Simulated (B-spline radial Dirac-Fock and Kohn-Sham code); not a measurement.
# Kohn-Sham estimates against Dirac-Fock for the levels of Ir⁵⁺

System: iridium as Ir⁵⁺, configuration [Xe] 4f14 5d4.

The density-functional columns are spherical, spin-unpolarised Dirac-Kohn-Sham results without Breit or QED terms: −ε is minus the orbital energy of the initial state and ΔSCF the difference of two total energies. The reference in the last column comes from multi-electron Dirac-Fock with separately optimised hole states, Breit and Lamb-shift corrections added in first order. All numbers are from a radial finite-basis atomic code, in eV; a selection of levels is shown. The Kohn-Sham columns are given as differences from the reference. For the 1s level of heavy atoms much of the gap between ΔSCF and the reference is the Breit and QED part, -399.1 eV here; for other levels the error of the functional can be larger.

```
level  PBE −ε − DF  PBE ΔSCF − DF  LDA −ε − DF  LDA ΔSCF − DF  Dirac-Fock
   1s       -139.2         +451.5       -201.1         +387.6     76187.0
   2s       -158.3          -48.3       -167.4          -57.0     13505.9
2p1/2       -112.5          +29.3       -116.7          +25.3     12904.6
2p3/2       -130.8          -10.4       -133.2          -12.7     11295.4
   3s        -88.1          -54.5        -90.6          -56.8      3259.0
3p1/2        -71.1          -35.0        -72.1          -35.8      2992.4
3p3/2        -71.0          -38.3        -71.5          -38.7      2635.9
3d3/2        -49.6          -10.4        -49.3          -10.2      2196.4
3d5/2        -51.0          -13.2        -50.7          -12.8      2120.8
   4s        -49.4          -32.6        -50.5          -33.7       776.2
4p1/2        -42.0          -25.2        -42.4          -25.7       663.3
4p3/2        -41.7          -25.7        -42.3          -26.3       578.7
4d3/2        -29.7          -13.9        -29.7          -13.9       393.5
4d5/2        -29.7          -14.1        -29.7          -14.1       377.8
4f5/2        -12.7           +2.0        -12.3           +2.5       140.5
4f7/2        -12.9           +1.8        -12.4           +2.2       137.5
   5s        -15.4           -5.3        -15.0           -5.0       176.0
5p1/2        -10.2           -0.7         -9.8           -0.3       137.2
5p3/2        -10.1           -1.1         -9.9           -0.8       122.8
   5d         -6.4           +1.2         -6.0           +1.6       71.26
```

Values without a named source are computed, but for edge energies of neutral atoms, which are taken from tables.
